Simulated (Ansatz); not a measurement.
Single points on (LiSH)2 ring (Li₂H₂S₂).

```yaml
crystal:
  periodic: [false, false, false]
  atoms:
    - {symbol: Li, position_ang: [0.623185, -0.913879, -0.782244]}
    - {symbol: S, position_ang: [1.744537, 0.226214, 0.900286]}
    - {symbol: Li, position_ang: [-0.556306, 0.302769, 1.197614]}
    - {symbol: S, position_ang: [-1.658911, -1.008633, -0.368474]}
    - {symbol: H, position_ang: [1.889992, 1.410160, 0.259399]}
    - {symbol: H, position_ang: [-2.042489, -0.016632, -1.206581]}
basis:
  gaussian: {orbitals: def2-SVP, initial_orbitals: start.molden}
hamiltonian: {xc: pbe0, dispersion: d4}
scf: {omitted_lower_state_checks: [starts]}
output: {orbitals: {seedname: orbitals}}
```

The file start.molden holds the orbitals of an earlier run on this structure, at another level or in another basis.

```sh
$ ansatz run in.yaml --threads 4 --pin off --events-out ev --progress --plain --max-ram 3916MiB
```

It prints (some lines left out):

```
Functional definition: PBE0
684 factors; integrals over basis functions are off by at most 7.5e-4 eV
mean field evaluation 1: about -22101.0568 eV, gradient 4.4e0 eV
mean field evaluation 2: about -22101.1210 eV, gradient 3.9e-2 eV
mean field evaluation 4: about -22101.1798 eV, gradient 4.4e-4 eV
mean field -22101.17979592 eV, -812.2033767824 hartree, gradient 2.3e-5 eV, S^2 0.000000; 0 other end points of the search recorded, 0 dependent functions left out
reference -22101.17986598 eV, -812.2033793572 hartree; 20, 20 occupied and 44, 44 virtual orbitals, 684 factors
Total energy: -22101.27590303 eV, -812.2069086534 hartree
Checks for a lower state left out: starts
```

Hardware: 4 threads of Arm Neoverse V2 on a shared host. Wall time 0.55 s.

As the first input, with `gaussian: {orbitals: def2-TZVPP, initial_orbitals: start.molden}`, `correlation: {method: ccsd_t}` and without the key `hamiltonian` (abridged; 8 s):

```
Functional definition: HF
mean field -22076.80402395 eV, -811.3075836850 hartree, gradient 4.0e-6 eV, S^2 0.000000
10 core orbitals not correlated: weight in the atoms' cores, before any rotation towards them, 1.000 or more for the frozen orbitals, at most 0.000 for the correlated occupied ones
second order -12.32495153 eV of doubles, -0.00000000 eV of singles
cycle   1  -13.28275590 eV  change   -9.6e-1 eV  update   6.6e-2
cycle   2  -13.60059849 eV  change   -3.2e-1 eV  update   2.0e-2
cycle   3  -13.62334664 eV  change   -2.3e-2 eV  update   6.3e-3
cycle   4  -13.61964348 eV  change    3.7e-3 eV  update   1.9e-3
cycle   5  -13.61869493 eV  change    9.5e-4 eV  update   6.8e-4
cycle   6  -13.61862552 eV  change    6.9e-5 eV  update   2.3e-4
cycle   7  -13.61862781 eV  change   -2.3e-6 eV  update   7.8e-5
cycle   8  -13.61862421 eV  change    3.6e-6 eV  update   2.5e-5
cycle   9  -13.61861890 eV  change    5.3e-6 eV  update   7.9e-6
perturbative correction -0.50878896 eV, -0.0186976494 hartree
Total energy: -22090.93143181 eV, -811.8267563479 hartree
Checks for a lower state left out: starts
```

The first input with `gaussian: {orbitals: def2-TZVP, initial_orbitals: start.molden}`, `hamiltonian: {xc: {name: revPBE}, dispersion: d4}` (abridged; 0.75 s):

```
Functional definition: revPBE
mean field -22113.41765067 eV, -812.6531096493 hartree, gradient 8.2e-6 eV, S^2 0.000000
Total energy: -22113.69889767 eV, -812.6634452857 hartree
Checks for a lower state left out: starts
```

As the first input, with `gaussian: {orbitals: def2-TZVP, initial_orbitals: start.molden}`, `hamiltonian: {xc: {name: LC-wPBE}}` (abridged; 0.9 s):

```
Functional definition: LC-wPBE
mean field -22110.61381005 eV, -812.5500704072 hartree, gradient 1.9e-5 eV, S^2 0.000000
Total energy: -22110.61381006 eV, -812.5500704075 hartree
Checks for a lower state left out: starts
```

As the first input, with `gaussian: {orbitals: def2-TZVP, initial_orbitals: start.molden}`, `hamiltonian: {xc: {name: r2SCANh}, dispersion: d4}` (abridged; 1.8 s):

```
Functional definition: r2SCANh
mean field -22115.61910949 eV, -812.7340117688 hartree, gradient 1.4e-5 eV, S^2 0.000000
Total energy: -22115.64760458 eV, -812.7350589439 hartree
Checks for a lower state left out: starts
```

The first input with `gaussian: {orbitals: def2-TZVP, initial_orbitals: start.molden}`, `hamiltonian: {xc: pbe, dispersion: d4}`, `output: {forces: true, orbitals: {seedname: orbitals}}` (abridged; 1.3 s):

```
Functional definition: PBE
mean field -22106.75341028 eV, -812.4082033322 hartree, gradient 1.3e-5 eV, S^2 0.000000
Total energy: -22106.86498002 eV, -812.4123034445 hartree
Atom 0 force    -0.001256     0.001942     0.001488 eV/Å
Atom 1 force    -0.000371     0.003247    -0.002216 eV/Å
Atom 2 force     0.001099    -0.000494    -0.002466 eV/Å
Atom 3 force    -0.000341     0.003258    -0.002204 eV/Å
Atom 4 force    -0.002359    -0.004992     0.001658 eV/Å
Atom 5 force     0.003228    -0.002962     0.003741 eV/Å
Dipole moment:    -0.030799     0.281441    -0.191298 e Å
Checks for a lower state left out: starts
```

As the first input, with `gaussian: {orbitals: def2-TZVP, initial_orbitals: start.molden}`, `hamiltonian: {xc: {name: BHLYP}, dispersion: d4}` (abridged; 0.8 s):

```
Functional definition: BHLYP
mean field -22117.38908949 eV, -812.7990573338 hartree, gradient 9.0e-5 eV, S^2 0.000000
Total energy: -22117.55206422 eV, -812.8050465448 hartree
Checks for a lower state left out: starts
```

Geometry: PBE-D4/def2-TZVP.

LC-ωPBE has ω = 0.4 bohr⁻¹. Correlated methods freeze 10 core orbitals; core or outer-core shells of Li are correlated, in sets that lack core-valence functions.
